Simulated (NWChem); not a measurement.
A series in which one site is exchanged, each optimised at PBE0/def2-SVP with NWChem, gas phase unless a solvent is named. For some, no frequency run checked for a minimum. def2 effective core potentials on Te, I; no spin-orbit coupling.

A: Br[Te]Br (TeBr₂; site = Br)
B: Cl[Te]Br (TeBrCl; site = Cl)
C: Br[Te]I (TeIBr; site = I)
D: [TeH]Br (HTeBr; site = H)

Values for A:

dipole (D), PBE0/def2-SVP: 1.69
orbital gap (eV), PBE0/def2-SVP: 3.47
vertical ionisation energy, ΔSCF, PBE0/def2-SVP (eV): 8.60
static polarisability, PBE0/def2-SVPD (bohr³): 87.0

**Question.** How do these values change for the other members?

**Answer.** 
```tsv
change from A	B	C	D
dipole (D), PBE0/def2-SVP	+0.28	-0.31	+0.09
orbital gap (eV), PBE0/def2-SVP	+0.14	-0.26	+0.28
vertical ionisation energy, ΔSCF, PBE0/def2-SVP (eV)	+0.11	-0.18	+0.16
static polarisability, PBE0/def2-SVPD (bohr³)	-8.8	+15.2	-22.6
```
